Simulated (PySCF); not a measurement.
A calculated (UHF, PySCF 2.14, x2c-SVPall, scalar relativity by spin-free X2C-1e) atom or ion has these occupied shells.

| shell | electrons | orbital energy (eV) | rms radius, mean of both spins (bohr) |
| --- | --- | --- | --- |
| 1s α | 1 | -7192.8 | 0.0675 |
| 1s β | 1 | -7192.7 | 0.0675 |
| 2s α | 1 | -902.22 | 0.288 |
| 2s β | 1 | -898.94 | 0.288 |
| 2p α | 3 | -768.26 | 0.260 |
| 2p β | 3 | -765.00 | 0.260 |
| 3s α | 1 | -138.59 | 0.872 |
| 3s β | 1 | -129.01 | 0.872 |
| 3p α | 3 | -99.232 | 0.936 |
| 3p β | 3 | -87.643 | 0.936 |
| 3d α | 5 | -36.674 | 1.19 |
| 3d β | 1 | -31.065 | 1.19 |

(1) Name the element and its charge.

Results:

(1) Fe²⁺ (iron, charge +2), in [Ar] 3d6, high-spin 5D determinant.
